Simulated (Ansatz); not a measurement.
`[F][Sn]([Cl])([Cl])[Cl]` + `CC(C)N` → `CC(C)[NH][Sn]([Cl])([Cl])[Cl]` + H–F at 400 K and 1 bar (ligand exchange at the Sn–F bond).

Isolated molecules relaxed with PBE0-D4/def2-TZVP in Ansatz; ΔE leaves out vibrations. CBS: MP2 limit from def2 TZ/QZ plus the TZ coupled-cluster correction, frozen cores. This one scheme is used for every species. Elements past krypton have def2 core potentials. For Sn outer-core shells are correlated without core-valence functions, which leaves a few kJ/mol of doubt a bond. Each species was taken in one conformer, which may not be the lowest.

| species | CCSD(T)/CBS energy (Eh) | H − E (kJ/mol) | S (J/(mol·K)) |
| --- | --- | --- | --- |
| `[F][Sn]([Cl])([Cl])[Cl]` | -1693.31956 | 46.6 | 397.4 |
| `CC(C)N` | -174.28253 | 345.1 | 329.2 |
| `CC(C)[NH][Sn]([Cl])([Cl])[Cl]` | -1767.19862 | 353.2 | 534.2 |
| H–F | -100.39570 | 36.5 | 182.2 |

H − E and S are ideal-gas, rigid-rotor, harmonic terms from PBE0-D4/def2-TZVP, for one conformer and one mirror image of each species. 1 Eh = 2625.50 kJ/mol, R = 8.31446 J/(mol·K).

**Question.** By hand: ΔE, ΔH, ΔS and ΔG.

**Answer.** ΔE = (-1767.19862) + (-100.39570) − (-1693.31956) − (-174.28253) = 0.00777 Eh = 20.4 kJ/mol. Δ(H − E) = 353.2 + 36.5 − 46.6 − 345.1 = -2.0, so ΔH = 18.4 kJ/mol. ΔS = 534.2 + 182.2 − 397.4 − 329.2 = -10.2 J/(mol·K). ΔG = 18.4 − 400 × (-10.2)/1000 = 22.5 kJ/mol.

**Question.** By hand: the equilibrium constant, and the temperature at which ΔG would vanish if ΔH and ΔS stayed fixed.

**Answer.** log₁₀ K = −ΔG/(RT ln 10) = -2.9. ΔH and −TΔS have one sign here, so there is no such temperature.

The number of gas molecules stays the same, so ΔS is small and ΔH decides. A doubt of 5 kJ/mol in ΔE shifts log₁₀ K by 0.7 here. Other conformers and mirror images would add mixing entropy, several J/(mol·K) or more a flexible species. Modes under 60 cm⁻¹, often nearly free rotors, make the harmonic entropy too high. These are equilibria of isolated gas molecules and say nothing of rates. Largest T1 diagnostic: 0.012 (customary marks: 0.02 for closed shells, 0.045 for open ones).

ΔS is within the doubt of such terms, so its sign, and with it that verdict, could turn.
